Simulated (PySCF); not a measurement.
Job for PySCF: R-M06-2X/6-31G* on C3H4 (SMILES C=C=C).

```python
from pyscf import gto, scf, dft, mp
from pyscf.data.elements import chemcore

mol = gto.M(
    atom='''
    C    -0.07246815   -1.53934051    3.21178979
    C    -0.08901531   -0.35105474    3.73888572
    C    -0.10435326    0.84120718    4.25632195
    H    -0.98348436   -2.01586776    2.86839807
    H     0.85296028   -2.09206034    3.09772816
    H     0.00952165    1.72363044    3.63674187
    H    -0.23124782    0.99190981    5.32211713
    ''',
    basis='6-31g*',
    cart=True,
    charge=0, spin=0, verbose=3, max_memory=1800)
mf = dft.RKS(mol, xc='m062x')
mf.conv_tol = 1e-8
mf.max_cycle = 100
mf.kernel()
if not mf.converged:
    mf = mf.newton().run(mf.mo_coeff, mf.mo_occ)
```

Program output:

```
converged SCF energy = -116.591839302551
```

The run converged.

Cost: about 2.8 core-seconds (a rough figure).
